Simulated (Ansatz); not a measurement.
Basis sets compared for Si4N4O2. Total charge 0; singlet. Geometry PBE0-D4/def2-SVP. Ansatz on 4 threads of Arm Neoverse V1 on a shared host; times are rough, and most runs start from earlier orbitals.

```tsv
atom	x (Å)	y (Å)	z (Å)
Si1	-0.069	0.882	-0.792
Si2	-0.004	-0.603	-2.630
Si3	0.004	0.603	2.630
Si4	0.069	-0.882	0.792
N5	0.110	-1.115	2.410
N6	-0.110	1.115	-2.410
N7	-0.047	0.958	0.860
N8	0.047	-0.958	-0.860
O9	0.041	-1.594	-3.781
O10	-0.041	1.594	3.781
```

B3LYP takes the VWN-RPA correlation. The structure comes from a short search, and lower isomers may exist.

Binding counts from free atoms (Si triplet, N quartet, O triplet) in the same basis, without a counterpoise term.

```tsv
level	functions	energy (Eh)	HOMO (eV)	LUMO (eV)	binding per atom (eV)	wall time
PBE-D4/def2-SVP	156	-1525.8824	-7.07	-4.33	4.60	2 s
PBE-D4/def2-TZVP (with forces)	334	-1526.7841	-7.34	-4.67	4.75	7 s
B3LYP-D4/6-31G	106	-1527.0585	-8.65	-4.23	3.09	2.4 s
B3LYP-D4/def2-TZVP	334	-1527.8136	-8.55	-4.13	4.45	12 s
PBE0-D4/def2-SVP	156	-1525.9524	-8.61	-3.62	4.30	3.4 s
PBE0-D4/def2-TZVP	334	-1526.8535	-8.83	-3.90	4.47	15 s
```

Problem. Estimate the rows for PBE-D4/def2-TZVPD, B3LYP-D4/def2-TZVPD, PBE0-D4/def2-TZVPD.

Solution. 
```csv
level,functions,energy (Eh),HOMO (eV),LUMO (eV),binding per atom (eV),wall time
PBE-D4/def2-TZVPD,400,-1526.7874,-7.39,-4.74,4.75,8.5 s
B3LYP-D4/def2-TZVPD,400,-1527.8168,-8.60,-4.22,4.46,20 s
PBE0-D4/def2-TZVPD,400,-1526.8562,-8.87,-3.99,4.47,18 s
```
